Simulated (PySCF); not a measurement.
Species: C₈H₇N.
Cartesian coordinates in Å at the PBE0-D3(BJ)/def2-SVP level; atoms count from 1:
```xyz
16
C8H7N angstrom
C     -1.6579    2.3253    0.1773
C     -0.9505    1.3491    0.0453
C     -0.1254    0.1946   -0.1086
C     -0.7676   -1.1172   -0.1850
C     -2.0911   -1.3155   -0.1219
C      1.2358    0.3281   -0.1824
C      2.1893   -0.8252   -0.3435
C      1.8135    1.6307   -0.1070
N      2.3291    2.6696   -0.0507
H     -2.2676    3.2028    0.2923
H     -0.1030   -1.9765   -0.3021
H     -2.7815   -0.4756   -0.0054
H     -2.5138   -2.3205   -0.1854
H      2.0055   -1.3668   -1.2845
H      3.2271   -0.4703   -0.3583
H      2.0909   -1.5445    0.4842
```

All values: PBE0/pcSseg-1 and CAM-B3LYP/def2-SVPD (PySCF, non-relativistic), on one gas-phase PBE0-D3(BJ)/def2-SVP geometry that isn't relaxed in the solvent. The solvent is an IEF-PCM continuum (Bondi radii, 1.10 Å for H, scaled by 1.2). Specific hydrogen bonds and non-electrostatic terms are outside this model.

Gas phase at PBE0/pcSseg-1: HOMO -7.04 eV, LUMO -2.44 eV, dipole 4.37 D.

Task: What does the continuum do to the energy, the frontier levels and the dipole at PBE0/pcSseg-1 in benzene and acetone?

Result: 
| solvent | ε | E(solvent) − E(gas) (kJ/mol) | polarisation term (kJ/mol) | distortion of the solute (kJ/mol) | HOMO (eV) | LUMO (eV) | dipole (D) |
| --- | --- | --- | --- | --- | --- | --- | --- |
| benzene | 2.271 | -15.62 | -17.14 | 1.52 | -7.02 | -2.42 | 5.07 |
| acetone | 20.49 | -33.32 | -40.35 | 7.03 | -7.03 | -2.44 | 5.89 |

The polarisation term is half the interaction of the solute with the surface charges that it induces; the rest is the cost of distorting the solute's density. The sum is the electrostatic part of solvation alone. From benzene to acetone the lowering changes by a factor 2.13, Onsager's factor (ε − 1)/(2ε + 1) by 2.02 and ε itself by 9.0.

Task: Which radius a makes the point-dipole formula ΔE = −[(ε − 1)/(2ε + 1)]·μ²/a³ give the value in acetone, with the gas-phase dipole?

Result: μ = 1.720 au and |ΔE| = 0.01269 Eh give a = 2.52 Å; the farthest nucleus lies 3.99 Å from the centroid of the nuclei, so such a sphere wouldn't even hold the nuclei. The formula assumes a rigid point dipole at the centre of a sphere.

Task: Give the dipole vector in the frame of the coordinates (D, pointing from negative to positive charge), gas and acetone.

Result: Gas (-2.13, -3.81, -0.20), solvent (-2.83, -5.16, -0.27). Its length changes by +35 % and its direction by less than 1°.

Task: Which Hirshfeld charges (PBE0/pcSseg-1) respond most in acetone (means over atoms taken as equivalent)?

Result: 
| atoms | environment | gas (e) | solvent (e) | change |
| --- | --- | --- | --- | --- |
| N9 | nitrile nitrogen | -0.215 | -0.275 | -0.060 |
| C2 | alkyne carbon | -0.038 | -0.051 | -0.013 |
| H10 | alkyne hydrogen | +0.105 | +0.118 | +0.013 |
| H11 | vinylic hydrogen | +0.052 | +0.063 | +0.011 |
| H13 | vinylic hydrogen | +0.058 | +0.068 | +0.010 |
| C8 | nitrile carbon | +0.069 | +0.077 | +0.008 |

Task: Which Mayer bond orders change most in acetone?

Result: 
```tsv
bond	length (Å)	gas	solvent	change
C1–C2	1.213	2.307	2.285	-0.022
C2–C3	1.427	0.952	0.938	-0.014
C8–N9	1.161	2.994	3.005	+0.011
C4–C5	1.340	1.909	1.899	-0.010
C3–C6	1.370	1.608	1.598	-0.010
C3–C4	1.463	1.177	1.186	+0.009
C6–C8	1.427	1.072	1.081	+0.009
C7–H14	1.101	0.937	0.930	-0.007
```

Gas phase at CAM-B3LYP/def2-SVPD: HOMO -8.21 eV, LUMO -1.43 eV, dipole 4.41 D.

Task: What does the continuum do to the energy, the frontier levels and the dipole at CAM-B3LYP/def2-SVPD in benzene and acetone?

Result: 
```tsv
solvent	ε	E(solvent) − E(gas) (kJ/mol)	polarisation term (kJ/mol)	distortion of the solute (kJ/mol)	HOMO (eV)	LUMO (eV)	dipole (D)
benzene	2.271	-15.51	-17.10	1.59	-8.17	-1.39	5.14
acetone	20.49	-33.14	-40.62	7.48	-8.16	-1.39	6.01
```

Task: How does the static polarisability (CAM-B3LYP/def2-SVPD, frozen core, with the continuum's full static response) change?

Result: 
| medium | isotropic (au) | principal values (au) | ⟨r²⟩ of the electrons (bohr²) |
| --- | --- | --- | --- |
| gas | 107.8 | 60.0, 112.6, 150.7 | 1291.4 |
| benzene | 125.8 | 67.7, 129.4, 180.4 | 1291.4 |
| acetone | 150.5 | 81.8, 150.5, 219.1 | 1291.2 |

The isotropic value in acetone is 1.40 times the gas-phase one; no cavity-field correction is applied. ⟨r²⟩ is taken about the centre of nuclear charge.

The run took about 80 s of CPU time (one thread, shared machine). This is the whole shielding run at PBE0/pcSseg-1 in acetone, SCF included.
